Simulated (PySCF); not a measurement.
Geometry:
```tsv
atom	x (Å)	y (Å)	z (Å)
Si1	-0.379	-0.004	-0.301
C2	-0.405	-0.050	1.535
N3	-0.423	-0.075	2.694
C4	1.377	-0.010	-0.839
N5	2.483	-0.008	-1.185
Cl6	-1.264	1.703	-0.941
Cl7	-1.297	-1.657	-1.031
```

PySCF calculation with GIAO B3LYP/pcSseg-1 shieldings and structure optimised with PBE0-D3(BJ)/def2-SVP; relativity neglected, a single conformation, rapidly exchanging positions averaged, no solvent.

Scale: 13C (179.24 ppm), 29Si (337.86 ppm) vs TMS; NH3 for 15N (263.54 ppm); 35Cl (930.46 ppm) against HCl (reference shieldings calculated alike).

```json
{"atoms": "Cl6/Cl7", "nucleus": "35Cl", "count": "2", "δ (ppm)": "112"}
{"atoms": "N3/N5", "nucleus": "15N", "count": "2", "δ (ppm)": "378.5"}
{"atoms": "C2/C4", "nucleus": "13C", "count": "2", "δ (ppm)": "?"}
{"atoms": "Si1", "nucleus": "29Si", "count": "1", "δ (ppm)": "?"}
```

**Question.** Fill in the missing shifts.

**Answer.** 
- C2/C4: 119.5 ppm, carbon bonded to N, Si
- Si1: -55.7 ppm, silicon bonded to 2 C, 2 Cl

Shifts are as computed. Against solution values, carbons near 30 ppm lie about +2 ppm off and those near 130 ppm about +6 ppm. Of 1309 compounds with measured shifts, 239 miss one by over three times the rms of a fit or turn the order of signals round; such compounds aren't used in these exercises. Experimental scales use liquid or dissolved standards, which lie at an offset from isolated NH3 (liquid NH3: subtract about 20 ppm). Unscaled 15N shifts of sp2 nitrogen come out 20 to 40 ppm too high even then.
